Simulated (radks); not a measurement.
Results of a calculation; reference values are marked as such.
Species: the neon ion Ne+. Configuration: [He] 2s2 2p5 (the NIST ground configuration). Level of theory: non-relativistic Kohn-Sham, PW91, spin-unpolarised, spherical densities, point nucleus (a radial shooting solver on a logarithmic mesh with Libxc functionals). Some entries of the table are withheld. Estimate them.

| orbital | occ. | eigenvalue (eV) | <1/r> (bohr^-1) | <r^2> (bohr^2) |
|---|---|---|---|---|
| 1s | 2 | -852.8008 | (1) | (2) |
| 2s | 2 | -55.5782 | 1.688 | (3) |
| 2p | 5 | (4) | 1.541 | 1.010 |

Answer. 
(1) 1s <1/r> (bohr^-1): 9.604
(2) 1s <r^2> (bohr^2): 0.03375
(3) 2s <r^2> (bohr^2): 0.9047
(4) 2p eigenvalue (eV): -32.4130
